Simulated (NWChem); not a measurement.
Molecule: Si2H4Cl2; SMILES Cl[SiH2][SiH2]Cl

```xyz
8

Si     0.7761     0.8758     0.0000
Cl    -0.3083     2.6504     0.0000
Si    -0.7761    -0.8758     0.0000
Cl     0.3083    -2.6504     0.0000
H      1.6355     0.8346    -1.2174
H      1.6355     0.8346     1.2174
H     -1.6355    -0.8346    -1.2174
H     -1.6355    -0.8346     1.2174
```
Atoms are numbered in this order, from 1.

Results from NWChem. Pople sets run with spherical d functions. All runs use the structure optimised with PBE0/def2-SVP. Level: M05-2X/6-31G* with SMD (1 M gas to 1 M solution), gas-phase geometry. Reactions with the solvent are ignored.

```json
[
 {"solvent": "water", "dielectric constant": "78.4", "solvation free energy (kcal/mol)": "0.5", "cavity-dispersion-structure term (kcal/mol)": "2.9"},
 {"solvent": "dimethyl sulfoxide", "dielectric constant": "46.8", "solvation free energy (kcal/mol)": "-2.6", "cavity-dispersion-structure term (kcal/mol)": "?"},
 {"solvent": "cyclohexane", "dielectric constant": "2.02", "solvation free energy (kcal/mol)": "-2.9", "cavity-dispersion-structure term (kcal/mol)": "-1.8"},
 {"solvent": "diethyl ether", "dielectric constant": "4.24", "solvation free energy (kcal/mol)": "-4.0", "cavity-dispersion-structure term (kcal/mol)": "-2.2"},
 {"solvent": "benzene", "dielectric constant": "2.27", "solvation free energy (kcal/mol)": "-3.6", "cavity-dispersion-structure term (kcal/mol)": "-2.4"}
]
```

### Question
Complete the blanks.

### Answer

- dimethyl sulfoxide, cavity-dispersion-structure term (kcal/mol): -0.2
